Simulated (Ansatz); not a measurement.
`C[S][Mg][Br]` + H₂ → `[MgH][Br]` + CH₃SH at 600 K and 1 bar (hydrogenolysis of a Mg–S bond).

Calculated with Ansatz (gas phase, PBE0-D4/def2-TZVP geometries, no zero-point term in ΔE). CCSD(T)/CBS adds triple-zeta CCSD(T) − MP2 to the extrapolated MP2 energy (def2 sets, frozen cores). This one scheme is used for every species. For Br, Mg outer-core shells are correlated without core-valence functions, which leaves a few kJ/mol of doubt a bond. Scalar relativity is left out up to krypton. One conformer a species, not always the lowest.

| species | CCSD(T)/CBS energy (Eh) | H − E (kJ/mol) | S (J/(mol·K)) |
| --- | --- | --- | --- |
| `C[S][Mg][Br]` | -3210.96164 | 154.6 | 430.1 |
| H₂ | -1.17544 | 43.9 | 150.8 |
| `[MgH][Br]` | -2773.87245 | 43.6 | 288.0 |
| CH₃SH | -438.22835 | 152.3 | 296.8 |

H − E and S are ideal-gas, rigid-rotor, harmonic terms from PBE0-D4/def2-TZVP, for one conformer and one mirror image of each species. For small species the MP2-based limit differs from directly extrapolated CCSD(T) by up to some mEh (0.8 for H₂); such offsets cancel only in part. 1 Eh = 2625.50 kJ/mol, R = 8.31446 J/(mol·K).

**Question.** By hand: ΔE, ΔH, ΔS and ΔG.

**Answer.** ΔE = (-2773.87245) + (-438.22835) − (-3210.96164) − (-1.17544) = 0.03628 Eh = 95.3 kJ/mol. Δ(H − E) = 43.6 + 152.3 − 154.6 − 43.9 = -2.6, so ΔH = 92.7 kJ/mol. ΔS = 288.0 + 296.8 − 430.1 − 150.8 = 3.9 J/(mol·K). ΔG = 92.7 − 600 × (3.9)/1000 = 90.4 kJ/mol.

**Question.** By hand: the equilibrium constant, and the temperature at which ΔG would vanish if ΔH and ΔS stayed fixed.

**Answer.** log₁₀ K = −ΔG/(RT ln 10) = -7.9. ΔG = 0 at ΔH/ΔS = 23769 K, far beyond where these terms or the molecules hold.

The number of gas molecules stays the same, so ΔS is small and ΔH decides. A doubt of 5 kJ/mol in ΔE shifts log₁₀ K by 0.4 here. Other conformers and mirror images would add mixing entropy, several J/(mol·K) or more a flexible species. Modes under 60 cm⁻¹, often nearly free rotors, make the harmonic entropy too high. These are equilibria of isolated gas molecules and say nothing of rates. Largest T1 diagnostic: 0.009 (customary marks: 0.02 for closed shells, 0.045 for open ones).
